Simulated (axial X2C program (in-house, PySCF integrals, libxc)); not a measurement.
# Testing model relations on CuSn

A bond curve at the PBE0 level, 2c, was computed with an axial X2C code built on PySCF integrals (basis Sn dyall-v3z [11s12p9d1f], Cu dyall-v3z [9s9p6d3f2g] (cores contracted in-house)) for the state Ω = 1/2 (⟨Sz⟩ = -0.49, ⟨Lz⟩ = 0.99 at PBE0). Its fit gives Re = 2.4657 Å, ωe = 212.3 cm⁻¹, ωexe = 0.634 cm⁻¹ and αe = 2.982e-04 cm⁻¹; the masses are 119.9022 and 62.9296 u. Two-component means X2C with spin–orbit coupling and atomic mean-field Coulomb and Gaunt terms.

Q: Find the reduced mass, Be and the force constant.

A: From the PBE0 values: μ = 41.2696 u. Be = 16.8576/(μ Re²) = 0.06719 cm⁻¹. k = 5.8918×10⁻⁷ μ ωe² = 1.1 mdyn/Å.

Q: Where do the fundamental and the first overtone lie?

A: ν(1←0) = ωe − 2ωexe = 211.0 cm⁻¹; ν(2←0) = 2ωe − 6ωexe = 420.8 cm⁻¹.

Q: Estimate the centrifugal constant by the Kratzer relation.

A: D = 4Be³/ωe² = 2.69e-08 cm⁻¹.

Q: The dipole moment p changes by 1.30 D/Å at Re. What harmonic infrared intensity follows?

A: I = 42.256 × (dp/dR)²/μ = 1.7 km/mol.

Q: A Morse curve ties αe to the other constants (Pekeris). How well does that hold?

A: αe(Morse) = 6Be²/ωe × (√(ωexe/Be) − 1) = 2.643e-04 cm⁻¹; the PBE0 curve gives 2.982e-04 cm⁻¹, a ratio of 0.89.

The state is a single determinant with fixed occupations, the lowest that a limited PBE0 search found. Density functionals use the spin component along the axis (collinear). The functionals have no current-density term, which raises determinants with orbital currents, atoms included.
